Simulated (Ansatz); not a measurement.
C₂H₈OSi⁺, that is SiH2Me(OMe) with one electron fewer, relaxed as a doublet with UKS r2SCAN-D4/def2-SVP in Ansatz, starting from the r2SCAN-D4/def2-SVP geometry of the neutral singlet. Force threshold 0.02 eV/Å.

Start:

```tsv
atom	x (Å)	y (Å)	z (Å)
Si1	-0.001	-0.722	-0.007
H2	-0.450	-1.336	1.286
H3	-0.836	-1.310	-1.107
C4	1.810	-1.032	-0.303
H5	2.023	-2.112	-0.353
H6	2.416	-0.600	0.509
H7	2.133	-0.575	-1.251
O8	-0.214	0.933	0.044
C9	-1.462	1.550	0.252
H10	-2.194	1.282	-0.534
H11	-1.325	2.643	0.231
H12	-1.900	1.279	1.233
```

```csv
step,energy (eV),largest force component (eV/Å),SCF passes
1,-12111.3413,3.143,40
2,-12111.5667,1.369,38
3,-12111.6174,0.509,39
4,-12111.6340,0.271,41
5 (rejected),-12111.6159,0.555,43
6,-12111.6434,0.186,41
7,-12111.6606,0.565,41
8,-12111.6691,0.800,42
9,-12111.7047,0.439,39
10,-12111.7275,0.267,38
11,-12111.7536,0.384,41
12,-12111.7589,0.545,38
13,-12111.7720,0.113,41
14,-12111.7763,0.089,39
15,-12111.7803,0.212,39
16,-12111.7837,0.183,37
17,-12111.7881,0.250,37
18,-12111.7926,0.213,38
19 (rejected),-12111.7788,0.360,37
20,-12111.7952,0.108,37
21,-12111.7968,0.050,37
22,-12111.7973,0.054,37
23,-12111.7975,0.030,39
24,-12111.7975,0.011,30
```

Force components are those of the run's own axes.

End:

```xyz
12

Si   -0.1342   -1.0805    0.1995
H    -0.1614   -1.9045    1.4319
H    -1.0326   -1.4515   -0.9188
C     1.6647   -0.7748   -0.3633
H     1.9849   -1.7943   -0.6498
H     2.2650   -0.3897    0.4720
H     1.6662   -0.0961   -1.2277
O    -0.5630    0.4916    0.7504
C    -1.2756    1.5180    0.1494
H    -1.6721    1.2645   -0.8449
H    -0.6420    2.4300    0.1495
H    -2.0999    1.7873    0.8519
```

By distances, no bond broke or formed. The bond that changes most is Si1–O8, from 1.67 to 1.72 Å (atoms count from 1).

No frequencies were taken in this run, so the end may be a saddle point.

Hardware: 4 threads of Arm Neoverse V1 on a shared host. Wall time 72 s.
